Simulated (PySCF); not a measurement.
[Dy(SH)4]−: from a saddle point downhill

PySCF 2.14.0, RKS PBE0, Dy lcecp-1-SVP with ECP55, S def2-SVP, H def2-SVP; non-relativistic Hamiltonian with scalar-relativistic core potentials where named; density fitting; no spin-orbit coupling. Relaxed within the symmetry of its start, the geometry (S4) is

```xyz
9

Dy    0.0000    0.0000    0.0000
S     1.5245    1.6637    1.3959
H     2.4444    0.6819    1.5553
S    -1.5245   -1.6637    1.3959
H    -2.4444   -0.6819    1.5553
S     1.6637   -1.5245   -1.3959
H     0.6819   -2.4444   -1.5553
S    -1.6637    1.5245   -1.3959
H    -0.6819    2.4444   -1.5553
```

and its lowest harmonic modes are -118, -40, 59, 59, 66, 72 cm⁻¹ (negative: unstable). It was moved along the lowest mode and relaxed again, within the group S4 that the move left.

Question: Where does it end, and how much lower?

Answer: In S4, 0.008 eV lower, after 5 steps:
```xyz
9

Dy    0.0000    0.0000    0.0000
S     1.5576    1.6459    1.3801
H     2.5852    0.7813    1.2038
S    -1.5576   -1.6459    1.3801
H    -2.5852   -0.7813    1.2038
S     1.6464   -1.5569   -1.3802
H     0.7804   -2.5832   -1.2087
S    -1.6464    1.5569   -1.3802
H    -0.7804    2.5832   -1.2087
```

Question: How do the contacts change?

Answer: 
```json
{"contact": "Dy1–S2 (SH)", "saddle (Å)": "2.653", "end (Å)": "2.653"}
{"contact": "Dy1–S4 (SH)", "saddle (Å)": "2.653", "end (Å)": "2.653"}
{"contact": "Dy1–S6 (SH)", "saddle (Å)": "2.653", "end (Å)": "2.653"}
{"contact": "Dy1–S8 (SH)", "saddle (Å)": "2.653", "end (Å)": "2.653"}
```


Question: Is the end a minimum?

Answer: No, 1 of the modes stay unstable (below −25 cm⁻¹); lowest modes -76, 49, 62, 66, 68, 72 cm⁻¹.

An lcecp potential fixes the number of 4f electrons, so in runs with it no electron can move into or out of that shell.

State: singlet in the valence, with the 4f electrons in the core potential.
